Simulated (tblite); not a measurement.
Species: C₆H₄ClN₃.
SMILES: `ClC1=CN2N=NC=C2C=C1`

Calculated harmonic vibrations of the isolated species, GFN2-xTB (tblite), most abundant isotopes, no scaling. This tight-binding method is rough: wavenumbers can miss measured ones by several per cent, in bad cases by 10 to 20.

Harmonic wavenumbers (cm⁻¹): 113.1, 205.3, 223.6, 317.8, 352.7, 393.7, 420.0, 558.6, 570.7, 668.6, 703.3, 705.7, 797.2, 811.8, 820.9, 848.0, 904.8, 906.3, 941.0, 1064.6, 1102.7, 1136.1, 1178.0, 1199.4, 1281.9, 1293.6, 1335.4, 1348.6, 1435.1, 1481.3, 1527.4, 1610.0, 3111.1, 3122.6, 3124.5, 3196.9.

A = 3502, B = 752.5, C = 619.4 MHz; mass 153.009 u (most abundant isotopes); point group Cs, symmetry number 1.

Q: What is the zero-point energy?

A: ½Σν̃ = 20406 cm⁻¹ = 58.34 kcal/mol.

Q: What is S at 200 K and 1 bar for an ideal gas of classical rigid rotors and harmonic oscillators?

A: Translation 39.03, rotation 28.48, vibration 8.13: S = 75.6 cal/(mol K).

Q: And Cp and H(200 K) − H(0)?

A: Cp = 21.23 cal/(mol K), of which vibrations give 13.28 (their classical limit is 36 R = 71.5); H(200 K) − H(0) = 2.64 kcal/mol without the zero-point energy, 1.05 from vibrations.

Q: Which modes carry the vibrational entropy at 200 K?

A: 113.1 cm⁻¹: 2.45; 205.3 cm⁻¹: 1.38; 223.6 cm⁻¹: 1.24; 317.8 cm⁻¹: 0.73; 352.7 cm⁻¹: 0.60; 393.7 cm⁻¹: 0.47 cal/(mol K); the other 30 give 1.26 together.

Q: Blend soft modes into free rotors: weight 1/[1 + (100 cm⁻¹/ν̃)⁴] for the oscillator and the rest for a rotor with moment μB/(μ + B), μ = h/(8π²ν), B = 10⁻⁴⁴ kg m². What vibrational entropy results?

A: 8.14 cal/(mol K) in place of 8.13, which changes −T·S at 200 K by 0.00 kcal/mol.

Q: What must be added to the electronic energy to get the Gibbs energy at 200 K and 1 bar?

A: ZPE + [H(200 K) − H(0)] − T·S = 58.34 + 2.64 − 15.13 = 45.85 kcal/mol.

Hindered rotation and anharmonicity are outside this model.

The run took 1.8 s of wall time on one thread of an Intel Xeon at 2.50 GHz, shared host. The figure is for the frequency step alone.
